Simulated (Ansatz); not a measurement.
Reaction (formal exchange of groups at the Si–Cl bond): `BS[SiH](C)Cl` + `CC(C)F` → `BS[SiH2]C` + `CC(F)CCl`

Calculated with Ansatz (gas phase, PBE0-D4/def2-TZVP geometries, no zero-point term in ΔE). CBS: MP2 limit from def2 TZ/QZ plus the TZ coupled-cluster correction, frozen cores. Functionals use def2-TZVPP. One conformer a species, not always the lowest.

`BS[SiH](C)Cl`:

Z-matrix (Å, degrees):
```
Si
S 1 2.153
Cl 1 2.056 2 106.6
C 1 1.852 2 111.5 3 -119.2
H 1 1.480 2 108.9 3 115.9
B 2 1.773 1 97.3 3 -169.1
H 4 1.092 1 110.4 2 58.0
H 4 1.092 1 110.2 2 -62.1
H 4 1.093 1 110.1 2 178.0
H 6 1.192 2 117.3 1 -178.5
H 6 1.196 2 121.4 1 1.6
```

`CC(C)F`:

Z-matrix (Å, degrees):
```
C
C 1 1.508
H 1 1.091 2 110.6
H 1 1.092 2 110.3 3 119.9
H 1 1.092 2 110.4 3 -120.2
C 2 1.508 1 113.9 3 177.3
F 2 1.396 1 108.3 3 56.9
H 2 1.096 1 110.1 3 -58.5
H 6 1.091 2 110.6 1 -177.3
H 6 1.092 2 110.4 1 -57.1
H 6 1.092 2 110.3 1 62.8
```

`BS[SiH2]C`:

Cartesian coordinates in Å:
```
B -1.049 2.352 0.414
S -1.442 0.627 0.295
Si 0.524 -0.180 -0.109
C 0.369 -2.029 -0.266
H 0.070 2.746 0.274
H -1.951 3.099 0.640
H 1.035 0.428 -1.364
H 1.426 0.193 1.011
H 1.345 -2.476 -0.470
H -0.020 -2.466 0.656
H -0.306 -2.295 -1.083
```

`CC(F)CCl`:

Z-matrix (Å, degrees):
```
C
C 1 1.504
H 1 1.091 2 110.2
H 1 1.091 2 110.1 3 -119.9
H 1 1.093 2 110.3 3 120.1
F 2 1.393 1 108.9 3 179.5
C 2 1.515 1 114.5 3 -62.4
H 2 1.095 1 111.0 3 62.0
Cl 7 1.777 2 110.9 1 68.4
H 7 1.089 2 110.0 1 -172.7
H 7 1.090 2 110.9 1 -51.3
```

```json
{"species": "`BS[SiH](C)Cl`", "ωB97M-V energy (Eh)": "-1214.50884"}
{"species": "`CC(C)F`", "ωB97M-V energy (Eh)": "-218.37173"}
{"species": "`BS[SiH2]C`", "ωB97M-V energy (Eh)": "-754.84690"}
{"species": "`CC(F)CCl`", "ωB97M-V energy (Eh)": "-677.96869"}
```

Work out ΔE.

ΔE = (-754.84690) + (-677.96869) − (-1214.50884) − (-218.37173) = 0.06498 Eh = +170.6 kJ/mol. CCSD(T)/CBS gives +169.6 kJ/mol.

Largest T1 diagnostic among the species: 0.013.

From PBE to PBE0 (25 % exact exchange), in def2-TZVPP and without D4, ΔE moves by +3.9 kJ/mol.
